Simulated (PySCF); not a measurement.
Species: C4H12OSi.
Cartesian coordinates in Å at the PBE0-D3(BJ)/def2-SVP level; atoms count from 1:
```xyz
18
C4H12OSi angstrom
C      2.1968   -0.9479   -0.1357
O      1.4010    0.1558   -0.4382
Si    -0.2319    0.2843   -0.0732
C     -1.1877   -1.0697   -0.9562
C     -0.7344    1.9729   -0.6906
C     -0.4796    0.1401    1.7826
H      3.2166   -0.7721   -0.5136
H      2.2717   -1.1287    0.9538
H      1.8250   -1.8797   -0.6039
H     -2.2727   -0.9388   -0.8159
H     -0.9246   -2.0702   -0.5776
H     -0.9813   -1.0503   -2.0379
H     -0.5796    2.0532   -1.7776
H     -1.7980    2.1688   -0.4814
H     -0.1382    2.7605   -0.2050
H     -0.1908   -0.8542    2.1583
H      0.1234    0.8928    2.3148
H     -1.5358    0.3017    2.0514
```

Method: PySCF, TDDFT PBE0/def2-SVPD, vertical, gas phase, core orbitals frozen in the response.

Ground-to-excited transition dipoles (e·a0, same axes as the geometry; the sign carries no meaning), for the states with f of 0.002 or more among the lowest 6:

| state | E (hartree) | μx | μy | μz |
| --- | --- | --- | --- | --- |
| S1 | 0.2563 | -0.053 | -0.090 | -0.201 |
| S2 | 0.2767 | 0.103 | 0.265 | -0.149 |
| S3 | 0.2846 | -0.084 | -0.155 | -0.327 |
| S4 | 0.2930 | 0.056 | 0.108 | 0.240 |
| S5 | 0.2941 | -0.300 | 0.038 | 0.038 |
| S6 | 0.3013 | -0.006 | 0.528 | -0.248 |

Problem. Work out the oscillator strengths.

Solution. f = (2/3) ΔE |μ|² with ΔE in hartree (27.2114 eV).

```
state  |μ|² (au)  |μ| (D)      f
   S1      0.051     0.58  0.009
   S2      0.103     0.81  0.019
   S3      0.138     0.94  0.026
   S4      0.073     0.68  0.014
   S5      0.093     0.77  0.018
   S6      0.340     1.48  0.068
```

Problem. Which bond between heavy atoms lies closest to the direction of the S6 transition dipole?

Solution. Si3–C5, at 16° from it; next C1–O2 at 35°.

Problem. What angle do the transition dipoles of S4 and S5 make?

Solution. |cos θ| = |μa·μb| / (|μa| |μb|) = 0.04, so θ ≈ 87° (taken between 0 and 90°, since the signs are arbitrary).

Problem. What peak molar absorption coefficient would the strongest computed level give as a lone Gaussian band 0.5 eV wide at half height?

Solution. ε(max) = 2.175×10⁸ f / FWHM, with the width in cm⁻¹. S6: 2.175×10⁸ × 0.0684 / 4033 ≈ 3700 L mol⁻¹ cm⁻¹.

Without π bonds the low states may be Rydberg-like; a valence basis with one diffuse set may place them up to an eV too high.
